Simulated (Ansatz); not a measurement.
System: CHS, charge 0, multiplicity 2. It need not be the lowest isomer of its formula. 
Geometry from a B3LYP-D3(BJ)/def2-TZVP (Ansatz, a first-principles code) optimisation:
```xyz
3

S     -0.0500    -0.0191    -0.4147
C     -0.0717    -0.0128     1.2269
H      1.2300     0.3820    -0.7268
```
Charge 0, spin multiplicity 2.

Basis-set convergence of Hartree-Fock and CCSD correlation energies (hartree) with Ansatz. Correlated levels leave the core frozen unless marked. Open shells are spin-unrestricted. No spin-orbit coupling. Non-relativistic.

```csv
basis,functions,E(HF),"E(corr, CCSD)"
def2-SVPD,55,-435.69454,-0.26561
def2-TZVPPD,105,-435.87704,-0.31938
def2-QZVPPD,175,-435.88941,-0.33787
```

Extrapolating the two largest sets (X = 3 and 4) as X^-3: E(corr) = (64·(-0.33787) - 27·(-0.31938))/37 = -0.3514 Eh, an estimate of the basis-set limit. The largest set recovers 96.2 % of it, the smallest 75.6 %.
